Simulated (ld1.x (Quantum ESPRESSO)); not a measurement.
# Varying the ultrasoft potential for platinum (Pt)

Base potential:

platinum (Pt), ultrasoft, made with ld1.x (Quantum ESPRESSO) 7.5 (PBE, scalar-relativistic). Core [Kr] 4d10 4f14 5s2, reference 5p6 5d9 6s1 6p0. Waves: 6s (bound): rcut 1.90, rcutus 2.65 bohr; 6s channel at 0.15 Ry: rcut 1.90, rcutus 2.65 bohr; 5p (bound): rcut 1.55, rcutus 1.65 bohr; 6p (bound, empty): rcut 1.55, rcutus 1.65 bohr; 5d (bound): rcut 1.10, rcutus 1.45 bohr; 5d channel at 2.55 Ry: rcut 1.10, rcutus 1.45 bohr. Local part: all-electron potential smoothed inside 1.20 bohr (lloc = -1). Core correction: a·sin(br)/r model core, default radius (core density twice the valence density). Augmentation charge: built from norm-conserving waves at rcut, not smoothed further.

Cutoffs, loose and tight: the cutoffs (Ry, on a coarse ladder) from which the occupation-weighted sum of valence levels, in a spherical-Bessel basis at the reference potential, stays within 10 and 1 mRy of its value at 400 Ry. They do not see the model core or the augmentation charge, which bear on the density cutoff. Test errors are all-electron minus pseudo excitation energies from the reference, over the configurations 5p6 5d9 6s0 6p0; 5p6 5d8 6s0 6p0; 5p6 5d7 6s0 6p0; 5p6 5d8 6s2 6p0; 5p5 5d9 6s1 6p0; 5p6 5d9 6s0.5 6p0; 5p6 5d9 6s0 6p1. A dash means not determined; rows that change the core or the reference have their own tests. The largest error is taken over the tests solved by every variant that gives reliable tests at all: 5p6 5d7 6s0 6p0; 5p6 5d8 6s0 6p0; 5p6 5d8 6s2 6p0; 5p6 5d9 6s0 6p0.

A true bound ghost makes a file unfit for plane-wave use even where its test errors are small: the radial tests pick states by their node count and pass the ghost by.

Cutoffs are not given where the Bessel-basis levels miss the radial ones by over 6 mRy, ghosts where they miss by over 20 mRy; a channel whose overlap is not positive is not tested.

A file whose overlap is not positive is unfit for use, and its test errors describe a broken file.

```tsv
change	outcome	cutoff, loose	cutoff, tight	bound ghosts	largest test error (meV)
base	generated, overlap not positive	–	–	not determined (overlap not positive)	-12
wave 6s channel at 0.15 Ry: rcut 1.90, rcutus 2.65 bohr becomes 6s channel at -0.22 Ry: rcut 1.90, rcutus 2.65 bohr	generated, overlap not positive	–	–	not determined (overlap not positive)	-12
core [Kr] 4d10 4f14, valence charge 18; reference 5s2 5p6 5d9 6s1 6p0; waves now 5s (bound): rcut 1.45, rcutus 1.55 bohr; 6s (bound): rcut 1.45, rcutus 1.55 bohr; 5p (bound): rcut 1.55, rcutus 1.90 bohr; 6p (bound): rcut 1.55, rcutus 1.90 bohr; 5d (bound): rcut 1.75, rcutus 1.90 bohr; 5d channel at 2.55 Ry: rcut 1.75, rcutus 1.90 bohr; core correction a·sin(br)/r model core inside 1.25 bohr	generated, overlap not positive	–	–	not determined (overlap not positive)	+2423 over the solved tests; test run stopped at test 3 of 7 (negative rho)
waves 5p (bound): rcut 1.24, rcutus 1.32 bohr; 6p (bound): rcut 1.24, rcutus 1.32 bohr	generated, overlap not positive	–	–	not determined (overlap not positive)	-19
waves 5d (bound): rcut 1.10, rcutus 1.56 bohr; 5d channel at 2.55 Ry: rcut 1.10, rcutus 1.56 bohr	generated, overlap not positive	–	–	not determined (overlap not positive)	-12
```

What comes out with this change to the base: waves 6s (bound): rcut 1.90, rcutus 2.30 bohr; 6s channel at 0.15 Ry: rcut 1.90, rcutus 2.30 bohr?

outcome: generated, overlap not positive; bound ghosts: s (p not tested, overlap not positive); largest test error (meV): -13. A file whose overlap is not positive is unfit for use, and its test errors describe a broken file.

What comes out with this change to the base: type TM; waves now 5p (bound): rc 1.65 bohr; 5d (bound): rc 1.45 bohr; 6s (bound): rc 2.65 bohr; local potential the s channel?

outcome: generated; cutoff, loose: 55 Ry; cutoff, tight: 90 Ry; bound ghosts: none; largest test error (meV): -203.

What comes out with this change to the base: local potential all-electron potential smoothed inside 2.36 bohr (lloc = -1)?

outcome: generated; bound ghosts: not determined; largest test error (meV): -26.
